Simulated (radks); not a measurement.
Results of a calculation; reference values are marked as such.
Species: Se II. Configuration: [Ar] 3d9 4s2 4p4 (not the ground configuration). Code: a radial shooting solver on a logarithmic mesh with Libxc functionals. Model: Dirac Kohn-Sham, PBE, spin-unpolarised, spherical densities, finite nucleus; open shells are shared between the two j in proportion to 2j + 1; Fermi nuclear charge, rms radius 4.14 fm.

Unscreened Slater integrals over Kohn-Sham orbitals (hartree). Large and small components are both included.

| integral | value |
|---|---|
| F0(4p3/2,4p3/2) | 0.45012 |
| F2(4p3/2,4p3/2) | 0.23508 |
| F0(4p3/2,4p1/2) | 0.45403 |
| G2(4p3/2,4p1/2) | 0.23694 |
| F0(4p3/2,4s1/2) | 0.48823 |
| G1(4p3/2,4s1/2) | 0.32181 |
| F0(4p3/2,3d5/2) | 0.58797 |
| F2(4p3/2,3d5/2) | 0.11987 |
| G1(4p3/2,3d5/2) | 0.039857 |
| G3(4p3/2,3d5/2) | 0.036639 |
| F0(4p1/2,4p1/2) | 0.45806 |
| F0(4p1/2,4s1/2) | 0.49340 |
| G1(4p1/2,4s1/2) | 0.32842 |
| F0(4p1/2,3d5/2) | 0.59749 |
| G3(4p1/2,3d5/2) | 0.038249 |
| F0(4s1/2,4s1/2) | 0.53928 |
| F0(4s1/2,3d5/2) | 0.68826 |
| G2(4s1/2,3d5/2) | 0.059411 |
| F0(3d5/2,3d5/2) | 1.5046 |
| F2(3d5/2,3d5/2) | 0.72044 |
| F4(3d5/2,3d5/2) | 0.45326 |
